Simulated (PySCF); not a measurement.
Si(F)(Cl)(Me)2 (C2H6ClFSi), SMILES C[Si](C)(F)Cl. Atoms are numbered in the order given.

```xyz
11

C      0.9966    -0.6920     1.5642
Si     0.3312     0.0477     0.0000
C      0.9966    -0.6920    -1.5642
F      0.6625     1.6426     0.0000
Cl    -1.7273    -0.1214     0.0000
H      0.5563    -0.1972     2.4435
H      0.7548    -1.7653     1.6168
H      2.0916    -0.5789     1.6124
H      0.5563    -0.1972    -2.4435
H      0.7548    -1.7653    -1.6168
H      2.0916    -0.5789    -1.6124
```

Coordinates come from a ωB97X-D3(BJ)/def2-SVP optimisation.

Method: PySCF with SMD-B3LYP/def2-SVP.

Solvation free energies are E(SMD) − E(gas) at the gas-phase geometry, for 1 M in both phases. In vacuum the dipole moment is 2.43 D.

Question: Estimate the solvation free energies in water, ethanol, benzene. (An estimate is asked for; the answer gives what the named calculation found.)

Answer: 
```
solvent  ΔG(solv) (kcal/mol)  its non-electrostatic (CDS) part  dipole (D)
-------  -------------------  --------------------------------  ----------
water                    0.0                               4.0        3.06
ethanol                 -4.1                              -0.3        3.04
benzene                 -3.1                              -1.2        2.71
```
